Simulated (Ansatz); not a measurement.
```yaml
crystal:
  periodic: [false, false, false]
  atoms:
    - {symbol: C, position_ang: [1.153833, -2.121851, -1.640503]}
    - {symbol: C, position_ang: [0.601574, -0.967648, -0.876127]}
    - {symbol: C, position_ang: [-0.694792, -0.511947, -1.117084]}
    - {symbol: C, position_ang: [-1.276324, 0.539864, -0.408694]}
    - {symbol: C, position_ang: [-2.680063, 0.956615, -0.686688]}
    - {symbol: O, position_ang: [-0.677556, 1.196178, 0.505005]}
    - {symbol: Al, position_ang: [1.078744, 1.050599, 0.968706]}
    - {symbol: C, position_ang: [1.347207, 0.795018, 2.871773]}
    - {symbol: F, position_ang: [1.878829, 2.287605, 0.193656]}
    - {symbol: O, position_ang: [1.382654, -0.457635, -0.007843]}
    - {symbol: H, position_ang: [0.443907, -2.521849, -2.361702]}
    - {symbol: H, position_ang: [1.446413, -2.906317, -0.938264]}
    - {symbol: H, position_ang: [2.062212, -1.801892, -2.156793]}
    - {symbol: H, position_ang: [-1.283219, -1.010514, -1.873135]}
    - {symbol: H, position_ang: [-3.262615, 0.881915, 0.234764]}
    - {symbol: H, position_ang: [-3.146494, 0.356151, -1.465153]}
    - {symbol: H, position_ang: [-2.684507, 2.008846, -0.981611]}
    - {symbol: H, position_ang: [1.052038, 1.681738, 3.440790]}
    - {symbol: H, position_ang: [2.398589, 0.602885, 3.105972]}
    - {symbol: H, position_ang: [0.767872, -0.048361, 3.259433]}
basis:
  gaussian: {orbitals: def2-TZVPP, final_grid: {core_spheres: 1, valence_spheres: 1, degree: 3}}
hamiltonian: {xc: {name: PBE}}
output: {forces: true}
```

```sh
$ ansatz run in.yaml --threads 4 --pin off --events-out ev --progress --plain --max-ram 46080MiB --backend cuda --devices 0, --max-vram 37GiB
```

Output, abridged:

```
Functional definition: PBE
2397 factors; their error is unknown
mean field evaluation 1: about -19755.8961 eV, gradient 1.2e2 eV
mean field evaluation 2: about -19717.6765 eV, gradient 1.7e2 eV
mean field evaluation 4: about -19784.2260 eV, gradient 1.9e1 eV
mean field evaluation 8: about -19784.9394 eV, gradient 1.3e-1 eV
a density is far from that of the atoms, so the factors are made again for it
4728 factors; integrals over basis functions are off by at most 1.4e-4 eV
mean field -20236.62466910 eV, -743.6822397125 hartree, gradient 2.2e-5 eV, S^2 0.000000; 0 other end points of the search recorded, 0 dependent functions left out
reference -20236.62499174 eV, -743.6822515694 hartree; 42, 42 occupied and 419, 419 virtual orbitals, 4728 factors
Total energy: -20236.62499174 eV, -743.6822515694 hartree
Atom 0 at     1.153833    -2.121851    -1.640503 Å, force    62.880057    49.090462    61.445004 eV/Å
Atom 1 at     0.601574    -0.967648    -0.876127 Å, force  -110.005640    80.597050    66.832372 eV/Å
Atom 2 at    -0.694792    -0.511947    -1.117084 Å, force    79.057560    53.778193   143.683472 eV/Å
Atom 3 at    -1.276324     0.539864    -0.408694 Å, force   114.063721   -99.222537    10.906459 eV/Å
Atom 4 at    -2.680063     0.956615    -0.686688 Å, force    53.051525    56.703195    63.978010 eV/Å
Atom 5 at    -0.677556     1.196178     0.505005 Å, force   -95.276814  -119.749918  -142.080181 eV/Å
Atom 6 at     1.078744     1.050599     0.968706 Å, force    58.512026    59.270050    43.977010 eV/Å
Atom 7 at     1.347207     0.795018     2.871773 Å, force    -4.007153    -3.357431    -5.431045 eV/Å
Atom 8 at     1.878829     2.287605     0.193656 Å, force   -30.223305   -32.561649   -15.898157 eV/Å
Atom 9 at     1.382654    -0.457635    -0.007843 Å, force  -137.714086   -85.646005  -131.498537 eV/Å
Atom 10 at     0.443907    -2.521849    -2.361702 Å, force    12.326607    32.476894    22.121470 eV/Å
Atom 11 at     1.446413    -2.906317    -0.938264 Å, force    -5.184873    -7.330138   -15.780290 eV/Å
Atom 12 at     2.062212    -1.801892    -2.156793 Å, force   -13.995063     2.667655    -3.670515 eV/Å
Atom 13 at    -1.283219    -1.010514    -1.873135 Å, force   -23.060012    -1.991497   -86.098750 eV/Å
Atom 14 at    -3.262615     0.881915     0.234764 Å, force   -10.725577    -2.999646   -13.990770 eV/Å
Atom 15 at    -3.146494     0.356151    -1.465153 Å, force    35.238913    14.819112    15.824329 eV/Å
Atom 16 at    -2.684507     2.008846    -0.981611 Å, force     4.066600   -12.028028    -8.049104 eV/Å
Atom 17 at     1.052038     1.681738     3.440790 Å, force    -3.355727     2.213298    -5.887580 eV/Å
Atom 18 at     2.398589     0.602885     3.105972 Å, force     1.101348    -1.227119    -6.912574 eV/Å
Atom 19 at     0.767872    -0.048361     3.259433 Å, force    13.249894    14.498059     6.529375 eV/Å
Dipole moment:     2.472520     0.783449     7.422867 e Å
```

In this input the integration grid is far too coarse. The run converged. The result belongs to that input, not to the molecule as meant.
